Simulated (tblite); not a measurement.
C2HF5, charge -1, doublet, at the geometry of the source list (a state made from the parent by changing its charge; the spin is typed, not shown lowest); tblite with GFN1-xTB.

The tblite input:
```
$ tblite run mol.xyz --method gfn1 --charge -1 --spin 1 --grad --json tblite.json --no-restart

# file mol.xyz
8

F      1.10220000    -1.19930000     0.67480000
C      0.77990000    -0.12100000    -0.05470000
F      1.41890000     0.93700000     0.46610000
C     -0.74820000     0.11140000     0.00470000
F     -1.19280000     0.29790000     1.23880000
F     -1.07750000     1.18140000    -0.72060000
F     -1.39140000    -0.93590000    -0.51370000
H      1.10880000    -0.27150000    -1.09550000
```

It wrote (shortened):

```
xTB calculator
 | screened Coulomb repulsion
 | Coulomb electrostatics
 |  * isotropic Klopman-Ohno-Mataga-Nishimoto electrostatics
 |  * onsite third-order electrostatics
 | DFT-D3(BJ) dispersion correction

halogen bonding energy    0.0000000000000E+00 Eh
repulsion energy          7.2414744196404E-02 Eh
dispersion energy        -1.7748118380531E-03 Eh
number of electrons       4.5000000000000E+01 e
integral cutoff           1.9731147476801E+01 bohr

------------------------------------------------------------
  cycle        total energy    energy error   density error
------------------------------------------------------------
      1     -30.03076225457  -3.0101402E+01   6.1451033E-01
      2     -30.40136826900  -3.7060601E-01   3.6531853E-01
      3     -30.42453638761  -2.3168119E-02   2.1721336E-01
      4     -30.40234547913   2.2190908E-02   1.9176826E-01
      5     -30.44397412998  -4.1628651E-02   1.1948320E-01
      6     -30.44977300296  -5.7988730E-03   1.0337810E-01
      7     -30.44904131954   7.3168342E-04   1.0558273E-01
      8     -30.45106853254  -2.0272130E-03   9.8572150E-02
      9     -30.40568261846   4.5385914E-02   1.8487776E-01
     10     -30.46635465841  -6.0672040E-02   4.7093712E-02
     11     -30.45954260363   6.8120548E-03   7.2161454E-02
     12     -30.43228852999   2.7254074E-02   1.3156295E-01
     13     -30.46176604548  -2.9477515E-02   5.9254369E-02
     14     -30.45867433532   3.0917102E-03   7.4610611E-02
     15     -30.46967065949  -1.0996324E-02   1.7161184E-02
     16     -30.47041117612  -7.4051663E-04   3.9579963E-03
     17     -30.46996198164   4.4919448E-04   1.3893654E-02
     18     -30.47041393619  -4.5195455E-04   1.8326714E-03
     19     -30.47040042931   1.3506881E-05   3.0618789E-03
     20     -30.47041971368  -1.9284369E-05   1.1704118E-03
     21     -30.47042253593  -2.8222551E-06   3.6665502E-04
     22     -30.47042271574  -1.7980285E-07   2.2131866E-04
     23     -30.47042282853  -1.1278868E-07   2.2055740E-05
     24     -30.47042282967  -1.1402435E-09   2.3873203E-06
------------------------------------------------------------

electronic energy        -3.0541062762024E+01 Eh
total energy             -3.0470422829665E+01 Eh

Post processing:
 | Mayer-Wiberg bond orders

[Info] Tight-binding results written to 'tblite.txt'
[Info] JSON dump of results written to 'tblite.json'
```
